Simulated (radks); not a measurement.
Problem. Numerical settings for neutral xenon, [Xe]. Calculated with a radial shooting solver on a logarithmic mesh with Libxc functionals: Dirac Kohn-Sham, PBE, spin-unpolarised, spherical densities, finite nucleus; Fermi nuclear charge, rms radius 4.7859 fm. The defaults (mesh step 0.008 in ln r, mesh end at 40 bohr or more with all orbitals vanishing there, Anderson mixing 0.5 over 9 steps, residual threshold near 1e-9 with the energy settled to 1e-9 hartree or 1e-11 of itself, here a cap of 87 iterations) give E = -7450.0051 hartree and 5p3/2 at -7.855 eV in 13 iterations. Run on one thread of a shared host, so times are rough (Arm Neoverse N1): 0.17 s of CPU time, 0.17 s wall, 13 iterations on 2437 mesh points. One setting is changed at a time: mesh step in ln r 0.02; mesh step in ln r 0.12; mesh step in ln r 0.05; mesh end (bohr) 12; mesh end (bohr) 400; residual threshold 1e-13; residual threshold 0.01; mixing 0.01; linear mixing, mixing 1; linear mixing, mixing 0.05; mixing history 3; iteration cap 3. Which runs fail to converge, and which converge to a wrong energy?

Solution. Not converged within the cap: mesh step in ln r 0.12; linear mixing, mixing 1; linear mixing, mixing 0.05; iteration cap 3. No run marked as converged misses the energy by more than 1 mhartree.
